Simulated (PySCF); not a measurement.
## MH for M along group 8

CCSD(T) with triple-zeta basis sets in PySCF, for the lowest determinant that a PBE0 search found; no spin–orbit coupling. De refers to high-spin ground-configuration atoms.

```json
{"M": "Fe", "basis": "def2-TZVPP", "reference, frozen orbitals": "ROHF, 5", "state (unpaired electrons)": "quartet (π ↑↑, δ ↑)", "Re (Å)": "1.540", "ωe (cm⁻¹)": "1923", "De (eV)": "1.84"}
{"M": "Ru", "basis": "def2-TZVPP", "reference, frozen orbitals": "ROHF, 0", "state (unpaired electrons)": "quartet (σ ↑, δ ↑↑)", "Re (Å)": "1.574", "ωe (cm⁻¹)": "2005", "De (eV)": "2.71"}
{"M": "Os", "basis": "def2-TZVPP", "reference, frozen orbitals": "ROHF, 0", "state (unpaired electrons)": "quartet (π ↑, δ ↑↑)", "Re (Å)": "1.575", "ωe (cm⁻¹)": "2253", "De (eV)": "2.71"}
```

The shortest bond is that of FeH (1.540 Å), the longest that of OsH (1.575 Å).

The state changes along the series, so neighbouring rows are not always alike in their bonding.

Correlated steps freeze the inner cores (0 to 5 orbitals); shallow outer-core shells are correlated. Spin–orbit coupling is left out, which matters for elements this heavy, above all for dissociation energies. The CCSD T1 diagnostic is raised in FeH, OsH, a sign that a single reference may not be enough there. With d or f electrons several states lie close, and the lowest PBE0 determinant need not be the measured ground state.
